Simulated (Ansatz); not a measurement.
Ansatz (a first-principles code) input:

Ansatz 0.2 input:
```yaml
crystal:
  periodic: [false, false, false]
  atoms:
    - {symbol: F, position_ang: [1.38852708, 1.07823850, 0.16063727]}
    - {symbol: C, position_ang: [0.64654458, -0.03593741, 0.05689509]}
    - {symbol: C, position_ang: [-0.66035754, 0.02163958, -0.05861195]}
    - {symbol: F, position_ang: [-1.51423375, -0.96205630, -0.16806563]}
    - {symbol: H, position_ang: [1.21423778, -0.95985283, 0.07715640]}
basis:
  gaussian:
    orbitals: def2-TZVP
hamiltonian:
  xc: b3lyp
  dispersion: d3bj
magnetization: {spin_polarized: true, initial_magnetization: 1}
phonons: {temperatures: {t_min: 298.15, t_max: 298.15, t_step: 100}}
```

Predict the final energy.

-276.48729 Eh (B3LYP-D3(BJ)/def2-TZVP). The basis has 130 functions.

It need not be the lowest isomer of its formula.
